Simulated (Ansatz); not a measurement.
# Energy profile

The step: Si₂H₆O ([OH][SiH2][SiH3]) + HF → SiH₃OF ([OH][SiH2][F]) + SiH₄; bonds formed: Si1–F7, Si2–H6; bonds broken: Si1–Si2, H6–F7 (atoms numbered as in the saddle structure below).

```json
{"atom": "Si1", "x (Å)": "-0.1709", "y (Å)": "-1.0072", "z (Å)": "-0.1068"}
{"atom": "Si2", "x (Å)": "0.6671", "y (Å)": "1.4028", "z (Å)": "-0.4143"}
{"atom": "H3", "x (Å)": "-0.0915", "y (Å)": "-0.8278", "z (Å)": "-1.5903"}
{"atom": "H4", "x (Å)": "0.9165", "y (Å)": "-1.9336", "z (Å)": "0.2642"}
{"atom": "O5", "x (Å)": "-1.7375", "y (Å)": "-1.4424", "z (Å)": "0.0429"}
{"atom": "H6", "x (Å)": "0.1557", "y (Å)": "0.3741", "z (Å)": "0.9983"}
{"atom": "F7", "x (Å)": "-0.2001", "y (Å)": "-0.4101", "z (Å)": "1.8204"}
{"atom": "H8", "x (Å)": "1.0569", "y (Å)": "2.4809", "z (Å)": "0.5390"}
{"atom": "H9", "x (Å)": "-0.4000", "y (Å)": "1.8995", "z (Å)": "-1.3151"}
{"atom": "H10", "x (Å)": "1.8614", "y (Å)": "0.9720", "z (Å)": "-1.1836"}
{"atom": "H11", "x (Å)": "-2.0575", "y (Å)": "-1.5084", "z (Å)": "0.9452"}
```

Electronic energies by CCSD(T) at an estimated basis limit (MP2 extrapolated from triple and quadruple zeta, plus CCSD(T) − MP2 in triple zeta), on PBE0-D4/def2-TZVP structures; Si$_{2}$H$_{7}$OF, closed shell; no counterpoise correction. Program: Ansatz 0.2.0. Basis: def2-TZVPP and def2-QZVPP. Cores are frozen in the correlated methods. Extrapolation: Hartree–Fock as exp(−7.88 √X), correlation as X^−2.97.

Question: Give the profile in kcal/mol, counted from the separated reactants. (An estimate is asked for; the value comes from the calculation.)

Answer: The calculation gives:
| point | kcal/mol |
| --- | --- |
| separated: Si$_{2}$H$_{6}$O (linked as [OH][SiH2][SiH3]; Si1, Si2, H3, H4, O5, H8, H9, H10, H11; singlet) + HF (H6, F7; singlet) | 0.00 |
| start structure | -4.48 |
| saddle | 31.22 |
| end structure | -39.70 |
| separated: SiH$_{3}$OF (linked as [OH][SiH2][F]; Si1, H3, H4, O5, F7, H11; singlet) + SiH$_{4}$ (Si2, H6, H8, H9, H10; singlet) | -38.88 |

T1 diagnostic: at most 0.014.

For scale, one of the runs: CCSD(T)/def2-TZVPP, 244 basis functions, launched by `ansatz run in.yaml --threads 4 --pin off --events-out ev --progress --plain --max-ram 9574MiB`. The run took 32 s on 4 CPU threads of an AMD EPYC 9R45 (shared host), with 4.7 GiB of host memory at its peak.
